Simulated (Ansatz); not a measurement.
Isolated molecules relaxed with PBE0-D4/def2-TZVP in Ansatz; ΔE leaves out vibrations. CCSD(T)/CBS adds triple-zeta CCSD(T) − MP2 to the extrapolated MP2 energy (def2 sets, frozen cores). Elements past krypton have def2 core potentials. For Zr outer-core shells are correlated without core-valence functions, which leaves a few kJ/mol of doubt a bond. Each species was taken in one conformer, which may not be the lowest.

Reaction (substitution at a C–C bond): `CC[C@@H](C)[C@H](C)CC` + `CC[O][Zr]([OH])([OH])[O]CC` → `CC[O][Zr]([OH])([O]CC)[O]CC` + `CCC(C)CC`

```
                      species  CCSD(T)/CBS(def2) energy (Eh)
      `CC[C@@H](C)[C@H](C)CC`                     -315.28610
 `CC[O][Zr]([OH])([OH])[O]CC`                     -507.37076
`CC[O][Zr]([OH])([O]CC)[O]CC`                     -585.87997
                   `CCC(C)CC`                     -236.76330
```

Q: Work out ΔE.

A: ΔE = (-585.87997) + (-236.76330) − (-315.28610) − (-507.37076) = 0.01359 Eh = +0.37 eV.

Largest T1 diagnostic among the species: 0.015.

In def2-TZVPP, CCSD(T) changes the Hartree–Fock value by +0.21 eV (the triples alone add +0.01 eV) and MP2 by +0.29 eV. From PBE to PBE0 (25 % exact exchange), in def2-TZVPP and without D4, ΔE moves by +0.04 eV. The D4 term adds +0.08 eV with B3LYP and +0.04 eV with PBE0; it sums over pairs of atoms, weighted by their polarisabilities, and B3LYP, whose exchange is more repulsive, gets the larger term.

B3LYP here is the variant with VWN-RPA as its local correlation; programs differ in this.
